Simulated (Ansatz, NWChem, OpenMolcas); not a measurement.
**CBr2F2 (dibromodifluoromethane): methods side by side**

CBr2F2: 5 atoms, total charge 0, spin state singlet. As SMILES, `FC(F)(Br)Br`. Geometry: relaxed at PBE0-D4/def2-TZVP.

```xyz
5

F    -0.9704   -0.1134    0.9863
C     0.0048   -0.0876    0.0909
F     0.9148   -0.9814    0.4466
Br   -0.7093   -0.5612   -1.6421
Br    0.8100    1.6699    0.0770
```

Quantity: the HOMO–LUMO gap, in eV. The values are calculated.

```json
{"level": "HF/cc-pVDZ", "kind": "Hartree–Fock", "program": "NWChem", "value (eV)": "13.90", "CPU time": "3.2 min"}
{"level": "SVWN5/cc-pVDZ", "kind": "LDA", "program": "Ansatz", "value (eV)": "4.60", "CPU time": "4.2 s"}
{"level": "BLYP/cc-pVDZ", "kind": "GGA", "program": "Ansatz", "value (eV)": "4.58", "CPU time": "6.5 s"}
{"level": "PBE/cc-pVDZ", "kind": "GGA", "program": "Ansatz", "value (eV)": "4.65", "CPU time": "6.5 s"}
{"level": "M06-L/cc-pVDZ", "kind": "meta-GGA", "program": "NWChem", "value (eV)": "5.20", "CPU time": "2.9 min"}
{"level": "M06-2X/cc-pVDZ", "kind": "hybrid meta-GGA", "program": "OpenMolcas", "value (eV)": "9.06", "CPU time": "35 s"}
{"level": "PBE0/cc-pVDZ", "kind": "global hybrid", "program": "Ansatz", "value (eV)": "6.95", "CPU time": "8.2 s"}
{"level": "CAM-B3LYP/cc-pVDZ", "kind": "range-separated hybrid", "program": "Ansatz", "value (eV)": "9.46", "CPU time": "8.4 s"}
```

All-electron rows without a relativistic Hamiltonian named are non-relativistic. The values span 4.58 to 13.90 eV. Orbital gaps aren't excitation energies; they tend to grow with the share of exact exchange. Times are those of the runs behind each value, whatever else they computed, on shared processors of several kinds: orders of magnitude only.
